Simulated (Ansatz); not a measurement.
One change: `BS[SiH2]C` becomes `C[SiH2]SC#N`.

Ansatz, PBE0-D4/def2-TZVP geometries, multiplicity 1. Each molecule was computed in one conformer, which needn't be the lowest.

| property | `BS[SiH2]C` |
| --- | --- |
| HOMO energy (ωB97M-V/def2-TZVPP) / eV | -10.21 |
| HOMO–LUMO gap (B3LYP/def2-TZVPP) / eV | 6.24 |
| HOMO–LUMO gap (PBE/def2-TZVPP) / eV | 4.61 |
| size of the dipole moment (ωB97M-V/def2-TZVPP) / D | 1.69 |
| HOMO energy (B3LYP/def2-TZVPP) / eV | -7.82 |
| HOMO–LUMO gap (PBE0/def2-TZVPP) / eV | 6.67 |

**Question.** Give the same properties after the change, and the shifts. (An estimate is asked.)

**Answer.** Computed: 
| property | `C[SiH2]SC#N` | shift |
| --- | --- | --- |
| HOMO energy (ωB97M-V/def2-TZVPP) / eV | -10.00 | 0.21 |
| HOMO–LUMO gap (B3LYP/def2-TZVPP) / eV | 6.92 | 0.68 |
| HOMO–LUMO gap (PBE/def2-TZVPP) / eV | 5.22 | 0.61 |
| size of the dipole moment (ωB97M-V/def2-TZVPP) / D | 4.02 | 2.33 |
| HOMO energy (B3LYP/def2-TZVPP) / eV | -7.64 | 0.18 |
| HOMO–LUMO gap (PBE0/def2-TZVPP) / eV | 7.36 | 0.69 |

With PBE0 the HOMO rises by 0.18 eV and the LUMO rises by 0.88 eV, so the gap widens by about 0.70 eV. PBE moves the HOMO by 0.27 eV and ωB97M-V by 0.21 eV. Dipoles are sizes alone; their direction can turn.

B3LYP here is the variant with VWN-RPA as its local correlation; programs differ in this.
